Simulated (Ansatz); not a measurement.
`[OH][Cd][OH]` + HCl → `[OH][Cd][Cl]` + H₂O at 400 K and 1 bar (ligand exchange at a Cd–O bond).

Program: Ansatz. Geometries: PBE0-D4/def2-TZVP. ΔE: electronic, gas phase. CBS: MP2 limit from def2 TZ/QZ plus the TZ coupled-cluster correction, frozen cores. This one scheme is used for every species. Elements past krypton have def2 core potentials. For Cd outer-core shells are correlated without core-valence functions, which leaves a few kJ/mol of doubt a bond. One conformer a species, not always the lowest.

```
       species  CCSD(T)/CBS energy (Eh)  H − E (kJ/mol)  S (J/(mol·K))
`[OH][Cd][OH]`               -319.27020            89.9          318.4
           HCl               -460.38127            29.6          195.4
`[OH][Cd][Cl]`               -703.31715            57.0          317.9
           H₂O                -76.37941            69.8          198.6
```

H − E and S are ideal-gas, rigid-rotor, harmonic terms from PBE0-D4/def2-TZVP, for one conformer and one mirror image of each species. 1 Eh = 2625.50 kJ/mol, R = 8.31446 J/(mol·K).

**Question.** By hand: ΔE, ΔH, ΔS and ΔG.

**Answer.** ΔE = (-703.31715) + (-76.37941) − (-319.27020) − (-460.38127) = -0.04509 Eh = -118.4 kJ/mol. Δ(H − E) = 57.0 + 69.8 − 89.9 − 29.6 = 7.3, so ΔH = -111.1 kJ/mol. ΔS = 317.9 + 198.6 − 318.4 − 195.4 = 2.7 J/(mol·K). ΔG = -111.1 − 400 × (2.7)/1000 = -112.2 kJ/mol.

**Question.** By hand: the equilibrium constant, and the temperature at which ΔG would vanish if ΔH and ΔS stayed fixed.

**Answer.** log₁₀ K = −ΔG/(RT ln 10) = 14.7. ΔH and −TΔS have one sign here, so there is no such temperature.

The number of gas molecules stays the same, so ΔS is small and ΔH decides. A doubt of 5 kJ/mol in ΔE shifts log₁₀ K by 0.7 here. Other conformers and mirror images would add mixing entropy, several J/(mol·K) or more a flexible species. These are equilibria of isolated gas molecules and say nothing of rates. Largest T1 diagnostic: 0.017 (customary marks: 0.02 for closed shells, 0.045 for open ones).

ΔS is within the doubt of such terms, so its sign, and with it that verdict, could turn.
